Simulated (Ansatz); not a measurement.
Molecule: sum formula InH$_{2}$F, charge 0, multiplicity 1. 
Structure (B3LYP-D3(BJ)/def2-TZVP (Ansatz, a quantum-chemistry and plane-wave program) minimum search):
```xyz
4

F     -0.8615     1.4647     0.0100
In     0.1404    -0.2388    -0.0016
H     -0.9461    -1.5548     0.0089
H      1.8186     0.0714    -0.0191
```

Property: atomisation energy (electronic, to ground-state atoms), in eV. Correlated levels leave the core frozen unless marked. UHF or UKS for open shells. Spin-orbit coupling is left out. The frozen core is the preceding noble-gas configuration, with the filled d and f shells of earlier blocks. Past Kr the def2 sets carry scalar-relativistic core potentials. STO-3G rows are all-electron and non-relativistic. The coupled-cluster limit lacks core correlation, which all-electron functionals hold. Basis-set limits of correlation are two-point, X^-3; Hartree-Fock from the larger set.

```csv
level,program,atomisation energy (eV)
PBE-D3(BJ)/def2-TZVPD,Ansatz + dftd3,9.51
```

Problem. What does CCSD(T)/CBS(def2-TZVPPD,def2-QZVPPD) (Ansatz) give?

Solution. 9.71 eV, so PBE-D3(BJ)/def2-TZVPD differs from it by -0.20 eV.
